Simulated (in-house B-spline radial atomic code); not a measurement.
**RPA and G0W0 on wB97X: Ga III (Ga2+)**

Configuration [Ar] 3d10 4s1, highest spin, mean-field start wB97X. Computed with a B-spline radial code for spherical atoms: all electrons, scalar-relativistic (spin-free one-electron X2C), finite nucleus, each spin shell either full or empty, empty states to l = 9 with an (l + 1/2)⁻⁴ tail; G0W0 by contour deformation at full frequency.

RPA overbinds a lone outer s electron by self-correlation, and G0W0 tends to as well.

Command:
```bash
python run_gw.py task.json out
```
Settings (radii: box in bohr, nucleus in fm):
```
Z                        31
electrons                29
configuration            [Ar] 3d10 4s1
hamiltonian              x2c
method                   wb97x
lmax                     9
rms_radius               3.9973
spin_polarised           True
box_radius               17.55
intervals                70
ion_configuration        [Ar] 3d10
```

Time taken, with all properties: 18 s on 1 thread of Arm Neoverse N1, on a shared host.

Energies (hartree):

| term | value |
| --- | --- |
| mean-field total | -1942.97480 |
| Hartree-Fock functional on these orbitals | -1941.31811 |
| direct second order | -2.5293 |
| second-order exchange | 0.73215 |
| SOSEX correction | 0.66552 |

Task: What is the RPA correlation energy, and what remains with SOSEX?

Result: RPA gives -2.1417 hartree (-2.01 eV per electron); RPA + SOSEX gives -1.4761, and the second-order doubles -1.7971 hartree (no singles). RPA lacks exchange-type terms and so overcorrelates at short range.

Quasi-particle levels (eV):

```csv
level,occupied,mean field,Σx - vxc,Σc,QP weight,G0W0
4s up,yes,-29.807,-0.19,?,?,?
3d down,yes,-44.90,-7.56,2.65,0.920,-49.81
3d up,yes,-45.03,-7.64,2.67,0.915,-50.00
4s down,no,-20.894,2.83,-2.10,0.963,-20.170
```

G0W0 = mean field + (Σx - vxc) + Σc, with Σc (partial-wave tail included) taken at the quasi-particle energy. Only the outer levels were computed. Levels of low weight are left out.

Task: Where does G0W0 put 4s up?

Result: At -31.40 eV, with Σc = -1.41 eV and a quasi-particle weight of 0.972. The tabulated removal energy is 30.726 eV (NIST, measured); the calculation leaves out spin-orbit coupling, Breit and QED terms, and what these don't explain is the method's own error.

Task: What does it cost to remove one electron (to [Ar] 3d10) by differences of total energies, each species on its own start (correlation terms add to the Hartree-Fock functional)?

Result: wB97X 30.72 eV, Hartree-Fock functional 29.458 eV, + RPA 31.03 eV, + RPA + SOSEX 30.48 eV, + second order 31.12 eV. Tabulated: 30.726 eV (NIST, measured); the calculation leaves out spin-orbit coupling, Breit and QED terms, and what these don't explain is the method's own error.
